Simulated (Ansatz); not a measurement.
Frontier orbitals of C8H14O3Zr, SMILES `C[O][Zr]1234([O]C)([O]C)[C@H]5[C@@H]1[C@@H]2[C@@H]3[C@H]54`.

Total charge 0; spin multiplicity 1. Correlated methods include outer-core shells of Zr, which these sets cover unevenly. Zr: def2 effective core potential. The geometry is a stationary point of PBE0-D4/def2-TZVP. It is one conformer, not always the lowest. Basis def2-TZVPP, Ansatz 0.2.0.

Orbital energies of one run (eV). Highest occupied ones, from the top: -5.66, -5.68, -5.81, -6.20, -6.25, -6.66, -6.91, -6.92, -9.18, -9.19, -9.58, -9.59, -9.60, -10.41. Empty: -0.54, -0.52, -0.25, -0.12, 0.13, 0.15.

Problem. Which functional gave them?
A. revPBE
B. ωB97X-V
C. r2SCANh
D. BHLYP

Solution. A. HOMO energies: revPBE -5.66, ωB97X-V -9.16, BHLYP -7.92, r2SCANh -6.44 eV.
